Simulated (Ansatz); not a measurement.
A series at Ti: from `[CH3][Ti]([CH3])([CH3])[F]`, ligands are replaced one by one, each step taking up H–F and setting free CH₄; n counts the steps. Ansatz, PBE0-D4/def2-TZVP geometries.

```tsv
n	molecule	zero-point energy, PBE0-D4/def2-TZVP (kJ/mol)
0	`[CH3][Ti]([CH3])([CH3])[F]`	274.9
1	`[CH3][Ti]([CH3])([F])[F]`	192.8
2	`[CH3][Ti]([F])([F])[F]`	?
3	`[F][Ti]([F])([F])[F]`	25.2
```

Question: By hand: fit a straight line y = ȳ + b (n − n̄) to the 3 given rows and predict n = 2.

Answer: n̄ = 1.333, ȳ = 164.30; Σ(n − n̄)(y − ȳ) = -388.80, Σ(n − n̄)² = 4.667, so b = -83.31 kJ/mol a step. Prediction: 164.30 + (-83.31) × (0.667) = 108.7 kJ/mol.

Question: By hand: compare with the computed value, 109.8 kJ/mol, and give the steps along the whole series.

Answer: The line misses by 1.1 kJ/mol (computed minus predicted). Steps: -82.1, -83.0, -84.6 kJ/mol.

The steps differ by at most 2.5 kJ/mol, 3.0 % of a mean step, so the ligands' effects nearly add and a line is close. The miss is 0.4 % of the series' range.
